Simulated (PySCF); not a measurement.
The calculation used core-valence-separated Tamm–Dancoff BHandHLYP/aug-pcX-1 (pcseg-1 on H, def2-SVPD on Si) in PySCF, non-relativistic, gas phase, PBE0-D3(BJ)/def2-SVP geometry. Absolute energies from this functional tend to lie a few eV below measured edges; no shift was applied.

Main lines of an unknown, eV (oscillator strength): C K: 285.0 (0.009), 285.2 (0.029), 285.4 (0.022), 285.6 (0.023), 285.7 (0.024). Listed: the first five lines at most of each edge with a tenth or more of its strongest line's intensity; roots within 0.03 eV on the same or equivalent atoms are summed. Only the lowest roots were sought, and the top ones are left out.

Task: Which candidate gives them?
A. `[SiH3]C[SiH2]C1CC1`
B. `CC1C[SiH2][SiH2]C1`
C. `C=C[SiH2]CC[SiH3]`
D. `[SiH3]C[C@@H]1CC[SiH2]1`

Result: D. 

- `[SiH3]C[C@@H]1CC[SiH2]1`: C K: 285.0 (0.009), 285.2 (0.029), 285.4 (0.022), 285.6 (0.023), 285.7 (0.024). First C line listed at 285.0 eV, hole on the sp3 carbon bound to silicon.
- `C=C[SiH2]CC[SiH3]`: C K: 282.1 (0.054), 282.3 (0.065), 285.4 (0.011), 285.6 (0.014), 285.8 (0.019). First C line listed at 282.1 eV, hole on the alkene CH carbon (1s→π*).
- `CC1C[SiH2][SiH2]C1`: C K: 285.1 (0.023), 285.2 (0.010), 285.7 (0.041), 285.8 (0.062), 285.8 (0.022). First C line listed at 285.1 eV, hole on the sp3 carbon bound to silicon.
- `[SiH3]C[SiH2]C1CC1`: C K: 285.5 (0.015), 285.6 (0.030), 285.8 (0.017), 285.8 (0.025), 286.0 (0.008). First C line listed at 285.5 eV, hole on the sp3 carbon bound to silicon.

One conformer each; other structures than these candidates weren't tested.

Conformer computed: `[SiH3:1][CH2:2][C@@H:3]1[CH2:4][CH2:5][SiH2:6]1`: Si1–C2–C3–C4 175°.
